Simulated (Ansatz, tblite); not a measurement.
Forces on Cs3I4 at its PBE0-D4/def2-SVP geometry. The state is a doublet with charge 0.

In the def2 sets Cs, I take a core potential; there is no spin–orbit coupling. The xTB rows come from tblite. At PBE-D4/def2-TZVP the gap within one spin of the charge 0 doublet nearly closes, so an electron or hole may be smeared out by delocalisation error. In the doublet, I5 and I6 lie 3.27 Å apart (atoms count from 1), so these atoms are partly bonded to each other. The structure comes from a short search, and lower isomers may exist.

GFN1-xTB (tblite), largest force 0.37 eV/Å:

```xyz
7
positions Å, forces eV/Å
Cs    3.001   -0.429   -0.652   -0.111    0.056   -0.021
Cs   -1.913    1.532   -2.644    0.029    0.039    0.078
Cs   -0.869   -1.495    1.637    0.024    0.232   -0.102
I    -0.216   -1.612   -2.145    0.007   -0.097   -0.063
I    -2.880    1.758    0.969    0.298    0.010   -0.070
I     0.274    2.339    0.355   -0.323   -0.170    0.077
I     2.603   -2.094    2.480    0.075   -0.070    0.102
```

GFN2-xTB (tblite), largest force 0.50 eV/Å:

```
Cs 0.026 -0.094 0.096
Cs -0.032 0.019 0.080
Cs 0.058 -0.022 0.095
I 0.016 0.231 0.163
I -0.382 -0.211 -0.035
I 0.446 -0.007 -0.219
I -0.133 0.084 -0.180
```

PBE-D4/def2-TZVP (Ansatz), largest force 0.08 eV/Å:

```
Cs -0.031 -0.020 0.033
Cs 0.034 -0.039 0.060
Cs 0.024 -0.001 -0.015
I -0.002 0.030 0.012
I 0.002 -0.004 -0.021
I 0.003 -0.001 -0.014
I -0.030 0.033 -0.056
```
